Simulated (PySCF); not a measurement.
A small calculation by hand: chemical shift, span and skew from a shielding tensor

CH2O3, SMILES O=C(O)O. Atoms are numbered in the order given.

```xyz
6

O      0.0000     1.0885    -0.6780
C      0.0000     0.0000     0.0980
O      0.0000     0.0000     1.3027
O      0.0000    -1.0885    -0.6780
H      0.0000     1.8517    -0.0802
H      0.0000    -1.8517    -0.0802
```
Charge 0, spin multiplicity 1.

Geometry optimised at B3LYP-D3(BJ)/def2-SVP. The values are those of a single conformer.

GIAO shieldings from PBE0/pcSseg-2 in PySCF, non-relativistic, no solvent. The symmetric part of the tensor of C2 has the principal values -73.9, 58.7, 76.1 ppm. The same nucleus in TMS has σ = 186.1 ppm at this level (PySCF, at its B3LYP-D3(BJ)/def2-TZVP geometry).

Q: Work out the isotropic shielding, the ¹³C shift against TMS, the span and the skew.

A: 
σ(iso) = (σ11 + σ22 + σ33)/3 = 20.3 ppm. δ = σ(ref) − σ(iso) = 186.1 − (20.3) = 165.8 ppm.
Span Ω = σ33 − σ11 = 150.0 ppm. Skew κ = 3(σ(iso) − σ22)/Ω = -0.77. Tumbling in solution averages the tensor to δ; in a static solid the shielding alone would spread this spin-1/2 line over Ω.
